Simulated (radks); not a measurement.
Values are calculated unless marked as measured or tabulated.
Species: V. Configuration: [Ar] 3d3 4s2. Code: a radial shooting solver on a logarithmic mesh with Libxc functionals. Model: scalar-relativistic Kohn-Sham, Slater X-alpha with alpha = 0.605, spin-polarised, spherical densities, finite nucleus; open shells are filled with parallel spins first; Fermi nuclear charge, rms radius 3.6002 fm.

Radial electron density D(r) = 4 pi r^2 rho(r):

r (bohr)  D(r) (e/bohr)   spin D(r)
0.003778          1.321   0.0000322
0.004328          1.684   0.0000409
0.004958          2.140   0.0000518
0.005681          2.706   0.0000652
0.006561          3.452   0.0000826
0.007516          4.320    0.000102
0.008611          5.372    0.000126
0.009866          6.632    0.000153
0.0113            8.119    0.000183
0.01295           9.844    0.000215
0.01496           11.93    0.000248
0.01713           14.12    0.000274
0.01963           16.48    0.000289
0.02249           18.92    0.000282
0.02577           21.33    0.000238
0.02976           23.68    0.000129
0.03409           25.51  -0.0000609
0.03906           26.78   -0.000368
0.04475           27.35   -0.000826
0.05127           27.12    -0.00146
0.05921           26.06    -0.00234
0.06784           24.50    -0.00331
0.07772           22.77    -0.00428
0.08904           21.34    -0.00491
0.102             20.69    -0.00458
0.1178            21.21    -0.00199
0.135             22.90     0.00441
0.1546            25.35      0.0174
0.1772            27.83      0.0408
0.203             29.40      0.0799
0.2325            29.23       0.141
0.2686            26.77       0.238
0.3077            22.59       0.368
0.3525            17.59       0.541
0.4039            13.05       0.757
0.4627            10.05        1.01
0.5344            9.025        1.30
0.6122            9.660        1.57
0.7014            10.84        1.79
0.8036            11.53        1.92
0.9206            11.11        1.95
1.063             9.490        1.86
1.218             7.341        1.68
1.396             5.197        1.46
1.599             3.474        1.21
1.832             2.314       0.969
2.116             1.609       0.728
2.424             1.250       0.526
2.777             1.026       0.351
3.181            0.8362       0.209
3.645            0.6459       0.102
4.176            0.4596      0.0318
4.823            0.2877    -0.00615
5.525            0.1646     -0.0175
6.33            0.08309     -0.0159
7.252           0.03651     -0.0101
8.309           0.01377    -0.00498
9.596          0.004077    -0.00184
10.99          0.001066   -0.000569
12.6          0.0002262   -0.000139

D(r) has 3 maxima, at r = 0.0462, 0.215, 0.823 bohr, and minima at 0.104, 0.534 bohr, inside which lie 2.13, 10.49 electrons.
